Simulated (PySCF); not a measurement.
GeF3Br, SMILES [F][Ge]([F])([F])[Br].

Geometry: B3LYP-D3(BJ)/def2-SVP.

Calculation: TDA-CAM-B3LYP/def2-SVPD (PySCF).

Vertical excitations; the highest root listed may be one member of a degenerate set.  State labels are in the subgroup Cs.

Computed excitation energies, oscillator strengths and character:
```tsv
state	symmetry	energy (eV)	λ (nm)	f	main pairs
S1	A"	5.95	208	0.010	HOMO→LUMO (degenerate set)
S2	A'	5.95	208	0.010	HOMO−1→LUMO (degenerate set)
S3	A'	8.36	148	0.225	HOMO−2→LUMO 75 %
S4	A"	8.53	145	0.000	HOMO−3→LUMO 94 %
S5	A'	8.80	141	0.010	HOMO−5→LUMO (degenerate set)
S6	A"	8.80	141	0.010	HOMO−4→LUMO (degenerate set)
S7	A"	8.93	139	0.000	HOMO→LUMO+3 43 %, HOMO−1→LUMO+4 43 %
S8	A'	9.02	138	0.002	HOMO→LUMO+4, HOMO−1→LUMO+3 (degenerate set)
S9	A"	9.02	138	0.002	HOMO−1→LUMO+4, HOMO→LUMO+3 (degenerate set)
S10	A"	9.24	134	0.002	HOMO−7→LUMO 71 %, HOMO→LUMO+1 12 %
T1	A"	5.36	231	0	HOMO→LUMO (degenerate set)
T2	A'	5.36	231	0	HOMO−1→LUMO (degenerate set)
T3	A'	6.96	178	0	HOMO−2→LUMO 93 %
T4	A"	8.10	153	0	HOMO−3→LUMO 91 %
```
Triplets are in the Tamm–Dancoff approximation.
